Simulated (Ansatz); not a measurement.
One change: `OC([SiH3])BF` becomes `CC(O)[SiH3]`.

Ansatz, PBE0-D4/def2-TZVP geometries, multiplicity 1. Each molecule was computed in one conformer, which needn't be the lowest.

```
                                          property  `OC([SiH3])BF`
                 HOMO energy (PBE/def2-TZVPP) / eV           -6.41
               LUMO energy (B3LYP/def2-TZVPP) / eV           -0.99
               HOMO–LUMO gap (PBE/def2-TZVPP) / eV            4.69
             LUMO energy (ωB97M-V/def2-TZVPP) / eV            1.16
size of the dipole moment (ωB97M-V/def2-TZVPP) / D            2.50
                LUMO energy (PBE0/def2-TZVPP) / eV           -0.75
```

Give the same properties after the change, and the shifts. (Estimate.)

Computed: 
```
                                          property  `CC(O)[SiH3]`  shift
                 HOMO energy (PBE/def2-TZVPP) / eV          -6.36   0.05
               LUMO energy (B3LYP/def2-TZVPP) / eV           0.30   1.29
               HOMO–LUMO gap (PBE/def2-TZVPP) / eV           6.12   1.43
             LUMO energy (ωB97M-V/def2-TZVPP) / eV           2.12   0.96
size of the dipole moment (ωB97M-V/def2-TZVPP) / D           1.96  -0.54
                LUMO energy (PBE0/def2-TZVPP) / eV           0.60   1.35
```

With PBE0 the HOMO falls by 0.11 eV and the LUMO rises by 1.35 eV, so the gap widens by about 1.46 eV. PBE moves the HOMO by 0.05 eV and ωB97M-V by -0.20 eV. Dipoles are sizes alone; their direction can turn.

B3LYP here is the variant with VWN-RPA as its local correlation; programs differ in this.
